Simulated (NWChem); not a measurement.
Everything below was run with NWChem. System: C2H5O2, charge 0, spin multiplicity 2, at a geometry optimised with UB3LYP/def2-SVP. The structure started from a generated list of species. Its SCF solution wasn't tested for a lower state. Level: UMP2/def2-TZVP, 4 core orbitals frozen.

Job file:

```
start mol
memory heap 200 mb stack 900 mb global 1100 mb
geometry units angstroms nocenter noautoz noautosym
  O      1.416364     0.010351     0.748833
  C      0.831291    -0.340780    -0.406496
  C     -0.728204    -0.436895    -0.189889
  O     -1.349743     0.775178     0.086556
  H      0.983249     0.397545    -1.230460
  H      1.129728    -1.352802    -0.767426
  H     -0.912675    -1.104532     0.664876
  H     -1.117887    -0.928027    -1.104865
  H     -1.233908     1.369636    -0.666927
end
basis spherical
  * library def2-tzvp
end
scf
  uhf
  nopen 1
  maxiter 100
  thresh 1e-7
  semidirect memsize 60000000 filesize 0
  # guess.movecs holds the orbitals of an unrestricted PBE0 run
  vectors input guess.movecs output mol.movecs
end
mp2
  freeze core 4
end
task mp2 energy
```

NWChem printed:

```
             Northwest Computational Chemistry Package (NWChem) 7.3.0
             --------------------------------------------------------

                                NWChem Input Module
                                -------------------

 Scaling coordinates for geometry "geometry" by  1.889725989
 (inverse scale =  0.529177249)

                             Geometry "geometry" -> ""
                             -------------------------

 Output coordinates in angstroms (scale by  1.889725989 to convert to a.u.)

  No.       Tag          Charge          X              Y              Z
 ---- ---------------- ---------- -------------- -------------- --------------
    1 O                    8.0000     1.41636400     0.01035100     0.74883300
    2 C                    6.0000     0.83129100    -0.34078000    -0.40649600
    3 C                    6.0000    -0.72820400    -0.43689500    -0.18988900
    4 O                    8.0000    -1.34974300     0.77517800     0.08655600
    5 H                    1.0000     0.98324900     0.39754500    -1.23046000
    6 H                    1.0000     1.12972800    -1.35280200    -0.76742600
    7 H                    1.0000    -0.91267500    -1.10453200     0.66487600
    8 H                    1.0000    -1.11788700    -0.92802700    -1.10486500
    9 H                    1.0000    -1.23390800     1.36963600    -0.66692700

 Effective nuclear repulsion energy (a.u.)     123.5584966822

            Nuclear Dipole moment (a.u.)
            ----------------------------
        X                 Y               Z
 ---------------- ---------------- ----------------
    -0.0000056692     0.0000037795     0.0000000000


 Summary of "ao basis" -> "" (spherical)
 ------------------------------------------------------------------------------
       Tag                 Description            Shells   Functions and Types
 ---------------- ------------------------------  ------  ---------------------
 *                         def2-tzvp                  on all atoms

 Summary of "ao basis" -> "ao basis" (spherical)
 ------------------------------------------------------------------------------
       Tag                 Description            Shells   Functions and Types
 ---------------- ------------------------------  ------  ---------------------
 O                         def2-tzvp                11       31   5s3p2d1f
 C                         def2-tzvp                11       31   5s3p2d1f
 H                         def2-tzvp                 4        6   3s1p

                                 NWChem SCF Module
                                 -----------------

  ao basis        = "ao basis"
  functions       =   154
  atoms           =     9
  alpha electrons =    17
  beta  electrons =    16
  charge          =   0.00
  wavefunction    = UHF
  use symmetry    = F
  symmetry adapt  = F

 Summary of "ao basis" -> "ao basis" (spherical)
 ------------------------------------------------------------------------------
       Tag                 Description            Shells   Functions and Types
 ---------------- ------------------------------  ------  ---------------------
 O                         def2-tzvp                11       31   5s3p2d1f
 C                         def2-tzvp                11       31   5s3p2d1f
 H                         def2-tzvp                 4        6   3s1p

 Forming initial guess at       0.1s

 Starting SCF solution at       0.1s

 ----------------------------------------------
         Quadratically convergent UHF

 Convergence threshold     :          1.000E-07
 Maximum no. of iterations :          100
 Integral*density screening:          1.000E-09
 ----------------------------------------------

              iter       energy          gnorm     gmax       time
             ----- ------------------- --------- --------- --------
                 1     -228.3691609591  6.43D-01  9.95D-02      3.7
                 2     -228.4000112306  4.81D-02  2.06D-02      7.8
                 3     -228.4010413526  3.67D-03  7.17D-04     14.2
  ga_iter_lsolve: convergence stagnant ... aborting solve

 Disabled NR: increased maxiter to 110

                 4     -228.4010454838  2.90D-03  3.96D-04     23.9
                 5     -228.4010470200  1.08D-03  3.56D-04     25.3
                 6     -228.4010482974  2.26D-03  4.12D-04     28.1
                 7     -228.4010502551  2.61D-03  3.81D-04     30.7
                 8     -228.4010524125  3.24D-03  5.53D-04     33.5
                 9     -228.4010579792  6.47D-03  1.58D-03     36.2
                10     -228.4010652137  4.06D-03  4.99D-04     38.8
                11     -228.4010676037  2.04D-03  4.89D-04     40.2
                12     -228.4010680589  9.21D-04  1.68D-04     42.9
                13     -228.4010681553  5.10D-04  1.26D-04     44.3
                14     -228.4010681909  3.55D-04  8.48D-05     47.0
                15     -228.4010682047  1.95D-04  4.51D-05     49.7
                16     -228.4010682081  6.55D-05  1.30D-05     51.0
                17     -228.4010682093  5.46D-05  1.22D-05     53.7
                18     -228.4010682106  7.63D-05  1.30D-05     56.5
                19     -228.4010682124  8.63D-05  1.22D-05     59.2
                20     -228.4010682159  1.36D-04  2.26D-05     61.8
                21     -228.4010682242  1.51D-04  2.21D-05     64.5
                22     -228.4010682290  1.09D-04  1.55D-05     67.2
                23     -228.4010682313  5.96D-05  7.62D-06     69.9
                24     -228.4010682317  2.13D-05  3.16D-06     72.6
[...]
   127     -0.691541  5 H  s                133     -0.621640  6 H  s
    43      0.559569  2 C  px               139     -0.496710  7 H  s
    36      0.413918  2 C  s                151     -0.396163  9 H  s
    76     -0.369484  3 C  pz                12      0.338869  1 O  px

 Vector   18  Occ=0.000000D+00  E= 1.416003D-01
              MO Center= -3.3D-01,  1.1D+00, -9.2D-01, r^2= 5.1D+00
   Bfn.  Coefficient  Atom+Function         Bfn.  Coefficient  Atom+Function
  ----- ------------  ---------------      ----- ------------  ---------------
    36      1.660470  2 C  s                151     -1.447691  9 H  s
   127     -1.336647  5 H  s                145     -0.706874  8 H  s
    67      0.691346  3 C  s                 98      0.678166  4 O  s
    45     -0.547663  2 C  pz               133     -0.380641  6 H  s
    66     -0.378168  3 C  s                106      0.344402  4 O  py

 Vector   19  Occ=0.000000D+00  E= 1.713526D-01
              MO Center=  1.3D-01, -1.0D+00, -5.9D-01, r^2= 7.1D+00
   Bfn.  Coefficient  Atom+Function         Bfn.  Coefficient  Atom+Function
  ----- ------------  ---------------      ----- ------------  ---------------
    36      3.127892  2 C  s                133     -2.387004  6 H  s
   139     -1.467078  7 H  s                 67      1.084783  3 C  s
   145     -1.051433  8 H  s                 98     -0.970808  4 O  s
   151      0.887672  9 H  s                 74     -0.820598  3 C  px
    44     -0.801287  2 C  py               127     -0.726051  5 H  s

 center of mass
 --------------
 x =   0.03536563 y =   0.04959025 z =   0.09525445

 moments of inertia (a.u.)
 ------------------
         124.415516952936          60.352763226101         -42.896085154426
          60.352763226101         347.637165690811         -13.213853797393
         -42.896085154426         -13.213853797393         360.685530321783

  Mulliken analysis of the total density
  --------------------------------------

    Atom       Charge   Shell Charges
 -----------   ------   -------------------------------------------------------
    1 O    8     8.25   0.79  1.18  0.60  1.00  0.33  1.78  1.88  0.66  0.00  0.03  0.00
    2 C    6     5.95   0.85  1.12  0.48  0.63  0.07  1.21  1.23  0.19  0.03  0.10  0.01
    3 C    6     5.94   0.85  1.12  0.48  0.64  0.05  1.19  1.24  0.21  0.03  0.11  0.01
    4 O    8     8.52   0.79  1.18  0.56  0.96  0.31  1.86  2.06  0.78  0.00  0.03  0.00
    5 H    1     0.94   0.26  0.52  0.14  0.02
    6 H    1     0.92   0.26  0.51  0.13  0.02
    7 H    1     0.90   0.27  0.50  0.11  0.02
    8 H    1     0.92   0.27  0.51  0.12  0.02
    9 H    1     0.67   0.25  0.34  0.04  0.05

  Mulliken analysis of the alpha density
  --------------------------------------

    Atom       Charge   Shell Charges
 -----------   ------   -------------------------------------------------------
    1 O    8     4.62   0.40  0.59  0.31  0.51  0.16  1.11  1.15  0.37  0.00  0.01  0.00
    2 C    6     2.90   0.43  0.56  0.24  0.31  0.03  0.58  0.58  0.08  0.02  0.06  0.01
    3 C    6     3.02   0.43  0.56  0.25  0.32  0.02  0.61  0.64  0.10  0.02  0.06  0.01
    4 O    8     4.26   0.40  0.59  0.28  0.48  0.15  0.93  1.03  0.39  0.00  0.02  0.00
    5 H    1     0.48   0.13  0.26  0.07  0.01
    6 H    1     0.47   0.14  0.26  0.07  0.01
    7 H    1     0.45   0.13  0.25  0.05  0.01
    8 H    1     0.46   0.13  0.26  0.06  0.01
    9 H    1     0.34   0.12  0.17  0.02  0.02

   Mulliken analysis of the beta density
   -------------------------------------

    Atom       Charge   Shell Charges
 -----------   ------   -------------------------------------------------------
    1 O    8     3.63   0.40  0.59  0.29  0.49  0.17  0.67  0.73  0.28  0.00  0.01  0.00
    2 C    6     3.04   0.43  0.56  0.24  0.33  0.04  0.63  0.65  0.10  0.02  0.05  0.00
    3 C    6     2.92   0.43  0.56  0.23  0.31  0.03  0.57  0.60  0.11  0.02  0.06  0.01
    4 O    8     4.26   0.40  0.59  0.28  0.48  0.15  0.93  1.03  0.39  0.00  0.02  0.00
    5 H    1     0.46   0.13  0.25  0.07  0.01
    6 H    1     0.45   0.13  0.25  0.06  0.01
    7 H    1     0.45   0.13  0.25  0.05  0.01
    8 H    1     0.45   0.13  0.25  0.06  0.01
    9 H    1     0.34   0.12  0.17  0.02  0.02

   Mulliken analysis of the spin density
   -------------------------------------

    Atom       Charge   Shell Charges
 -----------   ------   -------------------------------------------------------
    1 O    8     0.99   0.00 -0.00  0.02  0.02 -0.01  0.44  0.42  0.09 -0.00 -0.00 -0.00
    2 C    6    -0.14  -0.00  0.00 -0.01 -0.02 -0.01 -0.04 -0.07 -0.02  0.00  0.01  0.00
    3 C    6     0.10   0.00 -0.00  0.01  0.01 -0.01  0.04  0.04 -0.00  0.00  0.00  0.00
    4 O    8     0.00  -0.00  0.00 -0.00 -0.00  0.00 -0.00 -0.00  0.00  0.00  0.00  0.00
    5 H    1     0.02   0.00  0.01  0.01 -0.00
    6 H    1     0.03   0.01  0.01  0.01 -0.00
    7 H    1    -0.01  -0.00 -0.00 -0.00  0.00
    8 H    1     0.01   0.00  0.00  0.01  0.00
    9 H    1     0.00   0.00  0.00  0.00 -0.00

       Multipole analysis of the density wrt the origin
       ------------------------------------------------

     L   x y z        total         alpha         beta         nuclear
     -   - - -        -----         -----         ----         -------
     0   0 0 0      0.000000    -17.000000    -16.000000     33.000000

     1   1 0 0     -0.107894     -1.253759      1.145870     -0.000006
     1   0 1 0     -0.287545     -0.113203     -0.174345      0.000004
     1   0 0 1     -1.133294     -1.172739      0.039445      0.000000

     2   2 0 0    -20.778150    -92.464496    -84.723913    156.410259
     2   1 1 0      0.066498     15.762129     15.821810    -31.517441
     2   1 0 1     -0.188556    -11.944602     -8.695070     20.451116
     2   0 2 0    -16.689289    -31.053277    -30.614842     44.978831
     2   0 1 1     -1.650536     -4.227375     -4.044757      6.621596
     2   0 0 2    -17.969182    -27.984412    -25.567841     35.583071

                   NWChem MP2 Semi-direct Energy/Gradient Module
                   ---------------------------------------------

  Basis functions       =    154
  Molecular orbitals    =    154
  Frozen core           =      4
  Frozen virtuals       =      0
  Active alpha occupied =     13
  Active beta occupied  =     12
  Active alpha virtual  =    137
  Active beta virtual   =    138
  Use MO symmetry       = F
  Use skeleton AO sym   = F

  AO/Fock/Back tols     =   1.0D-09  1.0D-09  1.0D-09

 GA uses MA = F    GA memory limited = T

 Available:
  local mem=  1.26D+08
 global mem=  1.44D+08
 local disk=  0.00D+00
  mp2_memr nvloc                   137
  nvloc new                   137
   1 passes of  13:        5242880                     137395                  70931154.
   1 passes of  13: M    126151140           G      144131768           F     120908260.

 Semi-direct pass number   1 of   1  for UHF alpha       at      122.3s
  vrange nnbf                 11707
  mp2_eaftype                   270  avail_ma_in_mb                  1099
 EAF : mp2_eaftype filesize         270   35465577.
  mp2_eaf for mointskh                    270
Node 0 wrote    166.8 Mb in      0.1 s     Agg I/O rate:  3073.5 Mb/s
 Done moints_semi at      128.9s
  mp2_eaftype                   270  avail_ma_in_mb                   829
 EAF : mp2_eaftype filesize         270   35465577.
  mp2_eaf for kh                   270
 Done maket at      129.3s
 Done multipass loop at      129.3s

 GA uses MA = F    GA memory limited = T

 Available:
  local mem=  1.26D+08
 global mem=  1.44D+08
 local disk=  0.00D+00
  mp2_memr nvloc                   138
  nvloc new                   138
   1 passes of  12:        5242880                     131147                  65955679.
   1 passes of  12: M    126151140           G      144131768           F     120908260.

 Semi-direct pass number   1 of   1  for UHF beta        at      129.4s
  vrange nnbf                 11707
  mp2_eaftype                   251  avail_ma_in_mb                  1099
 EAF : mp2_eaftype filesize         251   32977839.
  mp2_eaf for mointskh                    251
Node 0 wrote    155.1 Mb in      0.0 s     Agg I/O rate:  3286.0 Mb/s
 Done moints_semi at      135.7s
  mp2_eaftype                   251  avail_ma_in_mb                   848
 EAF : mp2_eaftype filesize         251   32977839.
  mp2_eaf for kh                   251
 Done maket at      136.2s
 Done multipass loop at      136.2s

          -------------------------------------------
          SCF energy                -228.401068231829
          Correlation energy          -0.757250008092
          Singlet pairs                0.000000000000
          Triplet pairs                0.000000000000
          Total MP2 energy          -229.158318239922
          -------------------------------------------

          ---------------------------------------------------
                    Spin Component Scaled (SCS) MP2
          Same spin pairs                     -0.183380623554
          Same spin scaling factor             0.333333333333
          Opposite spin pairs                 -0.573869384538
          Opposite spin scaling fact.          1.200000000000
          SCS-MP2 correlation energy          -0.749770135964
          Total SCS-MP2 energy              -229.150838367793
          ---------------------------------------------------

 -----------------------
 Performance information
 -----------------------

 Timer overhead =  9.66D-08 seconds/call

               Nr. of calls         CPU time (s)                 Wall time (s)                GFlops
             ---------------    -------------------     ------------------------------   -------------------
Name         Min   Avg   Max    Min     Avg     Max     Min     Avg     Max   Mx/calls   Min     Max     Sum
mp2: moin     2     2     2    13.     13.     13.      13.     13.     13.     6.5      0.0     0.0     0.0
mp2: make     2     2     2   0.87    0.87    0.87     0.87    0.87    0.87    0.43      0.0     0.0     0.0
mp2: tota     1     1     1    14.     14.     14.      14.     14.     14.     14.      0.0     0.0     0.0

 The average no. of pstat calls per process was 5.00D+00
 with a timing overhead of 4.83D-07s

 Task  times  cpu:      136.1s     wall:      136.1s

 Total times  cpu:      136.2s     wall:      136.2s
```
